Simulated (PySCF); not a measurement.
A calculated (PBE, PySCF 2.14, dyall-av3z, the spin-free X2C one-electron Hamiltonian (Gaussian nucleus)) atom or ion has these occupied shells.

```json
{"shell": "1s α", "electrons": "1", "orbital energy (eV)": "-11708.0", "rms radius, mean of both spins (bohr)": "0.0524"}
{"shell": "1s β", "electrons": "1", "orbital energy (eV)": "-11707.8", "rms radius, mean of both spins (bohr)": "0.0524"}
{"shell": "2s α", "electrons": "1", "orbital energy (eV)": "-1486.7", "rms radius, mean of both spins (bohr)": "0.220"}
{"shell": "2s β", "electrons": "1", "orbital energy (eV)": "-1486.6", "rms radius, mean of both spins (bohr)": "0.220"}
{"shell": "2p α", "electrons": "3", "orbital energy (eV)": "-1303.8", "rms radius, mean of both spins (bohr)": "0.196"}
{"shell": "2p β", "electrons": "3", "orbital energy (eV)": "-1303.7", "rms radius, mean of both spins (bohr)": "0.196"}
{"shell": "3s α", "electrons": "1", "orbital energy (eV)": "-191.63", "rms radius, mean of both spins (bohr)": "0.642"}
{"shell": "3s β", "electrons": "1", "orbital energy (eV)": "-191.41", "rms radius, mean of both spins (bohr)": "0.642"}
{"shell": "3p α", "electrons": "3", "orbital energy (eV)": "-135.08", "rms radius, mean of both spins (bohr)": "0.669"}
{"shell": "3p β", "electrons": "3", "orbital energy (eV)": "-134.82", "rms radius, mean of both spins (bohr)": "0.669"}
{"shell": "3d α", "electrons": "5", "orbital energy (eV)": "-42.172", "rms radius, mean of both spins (bohr)": "0.761"}
{"shell": "3d β", "electrons": "5", "orbital energy (eV)": "-41.754", "rms radius, mean of both spins (bohr)": "0.761"}
{"shell": "4s α", "electrons": "1", "orbital energy (eV)": "-16.326", "rms radius, mean of both spins (bohr)": "2.04"}
{"shell": "4p α", "electrons": "3", "orbital energy (eV)": "-6.666", "rms radius, mean of both spins (bohr)": "2.68"}
{"shell": "4p β", "electrons": "1", "orbital energy (eV)": "-4.653", "rms radius, mean of both spins (bohr)": "2.68"}
```

**Question.** Name the element and its charge.

**Answer.** As (arsenic, neutral), in [Ar] 3d10 4s1 4p4, high-spin 4P determinant (an excited configuration).
